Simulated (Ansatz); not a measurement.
The molecule InW, multiplicity 6 (lowest of 2S+1 = 2, 4, 6, 8 at PBE0/def2-TZVPP; our sources give no spin for the ground state, which may be another). No spin–orbit coupling.

Seven points along R, fitted to fifth degree in 1/R; most abundant isotopes. Runs in def2 and cc sets follow the lowest solution found near the PBE0 minimum.

Run with Ansatz (Gaussian basis) for Hartree–Fock, density functionals and correlated methods. Each number belongs to the level named beside it. In def2 rows elements past Kr take small-core potentials, without spin–orbit coupling.

Energies at PBE/def2-TZVPP:

```csv
R (Å),E (hartree)
2.634348,-257.15627577
2.705164,-257.15940519
2.770314,-257.16092290
2.843962,-257.16141149
2.917611,-257.16089178
3.002590,-257.15935423
3.101732,-257.15665323
```

Question: With a reduced mass of 70.7256 u, find the minimum, the force constant and the constants.

Answer: A fifth-degree polynomial in 1/R puts the minimum at r_e = 2.8395 Å with force constant 81.9 N/m. Then ω_e = (1/2πc)√(k/μ) = 140 cm⁻¹ and B_e = h/(8π²cμr_e²) = 0.02956 cm⁻¹; the cubic and quartic terms give α_e = 9.3e-5 and ω_e x_e = 0.32 cm⁻¹.

Ansatz is a first-principles code.
